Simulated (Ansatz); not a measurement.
`OB([SiH3])OCF` + `N[SiH](N)O` → `N[SiH](N)O[SiH3]` + `OBOCF`  (cleavage of the Si–B bond)

Calculated with Ansatz (gas phase, PBE0-D4/def2-TZVP geometries, no zero-point term in ΔE). CCSD(T)/CBS is the MP2 limit (def2-TZVPP, def2-QZVPP) plus CCSD(T) − MP2 in def2-TZVPP, frozen cores. Functionals use def2-TZVPP. B3LYP here is the variant with VWN-RPA as its local correlation; programs differ in this. One conformer a species, not always the lowest.

Question: Is it downhill or uphill in electronic energy at CCSD(T)/CBS, and by how much? (Estimate.)

Answer: Computed: Downhill: ΔE = -135.8 kJ/mol.

Question: What do these levels give: PBE-D4, r2SCAN-D4, PBE0-D4, B3LYP-D4, ωB97M-V, B2PLYP, PBE, r2SCAN, PBE0, SCS-MP2/def2-TZVPP, MP2/def2-QZVPP, HF/CBS(def2)? (Estimate.)

Answer: Ansatz gave: PBE-D4 -113.3, r2SCAN-D4 -131.1, PBE0-D4 -123.4, B3LYP-D4 -137.6, ωB97M-V -136.5, B2PLYP -139.9, PBE -112.2, r2SCAN -130.7, PBE0 -122.3, SCS-MP2/def2-TZVPP -146.9, MP2/def2-QZVPP -144.5, HF/CBS(def2) -168.0 kJ/mol.

Largest T1 diagnostic among the species: 0.013.

In def2-TZVPP, CCSD(T) changes the Hartree–Fock value by +30.0 kJ/mol (the triples alone add +4.4 kJ/mol) and MP2 by +21.9 kJ/mol. From PBE to PBE0 (25 % exact exchange), in def2-TZVPP and without D4, ΔE moves by −10.0 kJ/mol.
